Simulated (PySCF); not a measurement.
C7H13B: core ionisation energies

C7H13B.
SMILES with atom numbers: `[CH2:1]=[CH:2][C@H:3]1[BH:4][CH2:5][CH2:6][CH2:7][CH2:8]1`

Cartesian coordinates in Å at the PBE0-D3(BJ)/def2-SVP level; atoms count from 1:
```
atom  x, y, z in Å
C1     3.2329    0.4041    0.4138
C2     2.1423   -0.1024   -0.1640
C3     0.7269    0.1196    0.2654
B4    -0.0901    1.1399   -0.6159
C5    -1.6515    1.0573   -0.6516
C6    -2.2464   -0.3030   -0.2854
C7    -1.5037   -0.9629    0.8713
C8    -0.0280   -1.1860    0.5593
H9     3.1616    1.0432    1.3003
H10    4.2338    0.2080    0.0203
H11    2.2698   -0.7450   -1.0463
H12    0.7534    0.7213    1.2066
H13    0.4894    2.0638   -1.1474
H14   -1.9361    1.8140    0.1147
H15   -2.0696    1.4647   -1.5872
H16   -2.1896   -0.9700   -1.1644
H17   -3.3193   -0.2139   -0.0469
H18   -1.5956   -0.3322    1.7754
H19   -1.9788   -1.9250    1.1233
H20    0.0544   -1.8497   -0.3214
H21    0.4636   -1.7254    1.3862
```

Computed with PySCF, delta-SCF UKS SCAN, pcX-2 on the ionised atom, pcseg-1 elsewhere, spin-free X2C. Vertical ΔSCF values, vacuum level as zero.

Problem. List the computed XPS lines with their assignment.

Solution. 
```
atom(s)                environment  level  binding energy (eV)  above the level's lowest (eV)  count
     B4     three-coordinate boron   B 1s               195.40                           0.00      1
     C1       terminal =CH2 carbon   C 1s               289.75                           0.00      1
     C5  sp3 carbon bound to boron   C 1s               289.94                          +0.19      1
     C3  sp3 carbon bound to boron   C 1s               290.01                          +0.26      1
     C2           alkene CH carbon   C 1s               290.25                          +0.50      1
     C8            ring CH2 carbon   C 1s               290.29                          +0.54      1
     C7            ring CH2 carbon   C 1s               290.36                          +0.61      1
     C6            ring CH2 carbon   C 1s               290.38                          +0.63      1
```

Lowest listed C 1s: C1, bonded to C (double bond) and 2 H. Highest, 0.63 eV above it: C6, bonded to 2 C and 2 H. The widest gap between neighbouring values is 0.24 eV, between 290.01 and 290.25 eV. The values 290.25 and 290.29 eV; the values 290.36 and 290.38 eV lie too close for their order to be trusted.

Problem. Which photon wavelength matches the C 1s of C7 threshold?

Solution. λ = hc/E = 12398.42 eV Å / 290.36 eV = 42.700 Å.

Problem. Express the binding energy of C 1s of C7 in atomic units and per mole.

Solution. 290.36 eV = 10.6705 Eh = 28015 kJ/mol.

The unrestricted hole states depart most from a pure doublet (⟨S²⟩ = 0.75; over 0.85 named) for B 1s of B4 (0.90), which makes this value less certain. Geometry: PBE0-D3(BJ)/def2-SVP, one conformer, isolated molecule.

Hardware: Intel Xeon 6975P-C, one thread, shared host with 192 logical CPUs at a one-minute load of 51. Cost: 1.9 min of wall time, 0.80 GiB resident at most.
